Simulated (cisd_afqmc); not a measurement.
Input (AFQMC/CISD/cc-pVDZ; cisd_afqmc is a phaseless AFQMC code with CISD trial states that reads the integrals written by Ansatz):

Ansatz 0.2 input:
```python
import cisd_afqmc

open("ham.yaml", "w").write("""\
crystal:
  periodic: [false, false, false]
  atoms:
    - {symbol: Ge, position_ang: [-0.00000000, -0.00000000, -0.04826073]}
    - {symbol: H, position_ang: [0.00000000, 0.00000000, 1.54434333]}
basis:
  gaussian:
    orbitals: cc-pVDZ
total_charge: 1
magnetization: {spin_polarized: false}
correlation: {method: ccsd, electrons: outside_noble_gas, hamiltonian_folder: ham}
""")
rep = cisd_afqmc.ansatz("ham.yaml")
e_ccsd = rep["correlation"]["coupled_cluster"]["energy"]["hartree"]
out = cisd_afqmc.run("ham", e_ccsd, trial="CISD", walkers=200, populations=8, threads=8, dt=0.005, steps=40, early=24, settle=10, least=32,
    cut=5e-5, rank_cut=2e-4, target=0.0004, seconds=1500, seed=1, memory=17280, gpu=False)
```

Output:

```
orbitals 18, occupied [2], factors 78 of 373, rank of the doubles 21 of 32
E(HF) = -2075.595097
E(CCSD) on the cut factors = -2075.670585, shift to the whole factors -0.000016
Energy of the trial state on the determinant = -2075.670572
  tau behind 7.2 of longer steps, mean of the populations' last blocks
   2.0  -2075.67192
   4.0  -2075.67168
   6.0  -2075.67184
   8.0  -2075.67175
blocks 271 (1 outliers left out), error by blocks joined: 1: 0.00003, 2: 0.00003, 4: 0.00004, 8: 0.00005, 16: 0.00006
E(AFQMC/CISD) = -2075.67178 +/- 0.00006
```
